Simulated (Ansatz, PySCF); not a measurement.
This Ansatz (a first-principles code) input computes a r2SCAN/def2-TZVPD energy:

Ansatz 0.2 input:
```yaml
crystal:
  periodic: [false, false, false]
  atoms:
    - {symbol: C, position_ang: [-0.47162423, 0.09897286, 0.04953549]}
    - {symbol: N, position_ang: [0.72987879, -0.15316896, -0.07666040]}
    - {symbol: H, position_ang: [-1.32838249, -0.67059574, 0.14103533]}
    - {symbol: H, position_ang: [-0.95102367, 1.14894128, 0.09837455]}
basis:
  gaussian:
    orbitals: def2-TZVPD
hamiltonian:
  xc: {name: r2SCAN}
total_charge: -1
output: {forces: true}
```

**Question.** Write an input for the same energy in PySCF and say what it gives.

**Answer.** 
```python
from pyscf import gto, scf, dft

mol = gto.M(
    atom='''
    C    -0.47162423    0.09897286    0.04953549
    N     0.72987879   -0.15316896   -0.07666040
    H    -1.32838249   -0.67059574    0.14103533
    H    -0.95102367    1.14894128    0.09837455
    ''',
    basis='def2-tzvpd',
    charge=-1,
    spin=0,
    verbose=4,
)

mf = dft.RKS(mol, xc='r2scan').density_fit(auxbasis='def2-universal-jkfit')
mf.grids.level = 4
mf.conv_tol = 1e-9
mf.max_cycle = 100
mf.max_memory = 1500
mf.kernel()
if not mf.converged:
    mf = mf.newton()
    mf.kernel(mf.make_rdm1())
mf.analyze()
```
It gives -93.97297 Eh, and Ansatz -93.97294 Eh, a difference of 0.03 mEh, from the treatment of integrals and grids.
